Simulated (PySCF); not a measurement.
# How methods differ on the ionisation energy of Fe²⁺

Fe²⁺ [Ar] 3d6 (5D) → Fe³⁺ [Ar] 3d5 (6S), as a difference of total energies. Computed with PySCF 2.14 in aug-cc-pVTZ with one added diffuse shell each of s, p, d, f, g type (9s8p6d4f3g, 118 functions), with the non-relativistic Hamiltonian (point nucleus). Correlated levels: valence: [Ar] frozen. The calculations carry no spin-orbit coupling.

```csv
method,ionisation energy (eV)
UHF,28.534
LDA,31.879
PBE,31.681
PBE0,31.196
r2SCAN,31.006
M06,30.623
PW91,31.822
wB97X-V,31.252
MP2 (valence),30.136
SCS-MP2 (valence),30.326
```

Q: How much does correlation contribute at MP2 (valence)?

A: 30.136 − (28.534) = 1.602 eV, measured against UHF.

A first-order spin-orbit estimate (lowest level to lowest level, LS coupling) adds 0.060 eV.

These non-relativistic numbers lack the scalar-relativistic shift.

Errors of the correlated levels include the incompleteness of this basis and the frozen core.

For comparison: 30.651 ± 0.012 eV (measured; NIST Atomic Spectra Database, ionization energies).
